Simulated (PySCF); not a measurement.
Worked example: chemical shift, span and skew from a shielding tensor

Si(H)(NCO)(OH)2 (CH3NO3Si), SMILES O=C=N[SiH](O)O. Atoms are numbered in the order given.

```xyz
9

Si    -0.9054    -0.0596     0.4037
O     -1.6530    -1.1903    -0.5302
O     -1.5636     1.4249     0.0870
N      0.7860     0.0560     0.0545
C      1.9663    -0.0880    -0.1131
O      3.1192    -0.2024    -0.2843
H     -1.0671    -0.5024     1.7979
H     -1.8035    -0.9731    -1.4583
H     -0.9755     2.1879     0.1264
```

Geometry optimised at B3LYP-D3(BJ)/def2-SVP. This is a generated structure with no PubChem entry under its InChIKey; it may be hypothetical. One conformer was computed; it need not be the lowest.

GIAO shieldings from PBE/pcSseg-1 (PySCF), non-relativistic, no solvent. The symmetric part of the tensor of N4 has the principal values 133.2, 140.0, 336.1 ppm. The same nucleus in NH3 has σ = 267.0 ppm at this level (PySCF, at its B3LYP-D3(BJ)/def2-TZVP geometry).

**Question.** Work out the isotropic shielding, the ¹⁵N shift against NH3, the span and the skew.

**Answer.** 
σ(iso) = (σ11 + σ22 + σ33)/3 = 203.1 ppm. δ = σ(ref) − σ(iso) = 267.0 − (203.1) = 63.9 ppm.
Span Ω = σ33 − σ11 = 202.9 ppm. Skew κ = 3(σ(iso) − σ22)/Ω = 0.93. Tumbling in solution averages the tensor to δ; in a static solid the shielding alone would spread this spin-1/2 line over Ω.
